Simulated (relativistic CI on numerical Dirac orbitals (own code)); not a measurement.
## V⁺ in a cubic cluster: 2p photoemission with charge transfer

Computed with a charge-transfer multiplet model of a cubic metal-ligand cluster with up to one ligand hole, Slater and spin-orbit integrals from Dirac-Coulomb-Breit ions, Slater integrals scaled by 0.8. The ground state mixes d4 with configurations of k ligand holes L, whose averages lie at kΔ + k(k − 1)U_dd/2; a core hole lowers each added d electron by U_cd. 300 K, Lorentzian 0.6 eV and Gaussian 0.8 eV FWHM.

Atomic integrals in eV (Slater integrals scaled, ζ unscaled), ground: F2dd 6.042, F4dd 3.713, zeta_d 0.015; with the core hole: F2dd 7.850, F4dd 4.885, zeta_d 0.030, zeta_core 4.613, F2cd 4.315, G1cd 3.109, G3cd 1.763.

Cluster parameters (eV): U_dd = 4.8, U_cd = 5.8, 10Dq = 0.7, 10Dq(ligand) = 0.8, V(eg) = 1.55, V(t2g) = -0.84, final-state hopping factor = 0.8.

Weights, n_d and S are thermal averages at 300 K. Binding energies count from the first peak over 30 % of the highest in each spectrum, which can be another peak from case to case. The parameters are a model scan and need not match a compound or its usual spin state. Peaks in eV (height, largest 100): 0.0 (100), 3.7 (30), 8.4 (65).

**Question.** Which parameters give this spectrum?
A. Δ = 10.3 eV
B. Δ = 11.3 eV
C. Δ = 8.3 eV

**Answer.** C. Δ = 8.3 eV; the ground state then has 4.10 d electrons and S = 2.00. The choice follows from running the model for each set and comparing peak positions and heights.
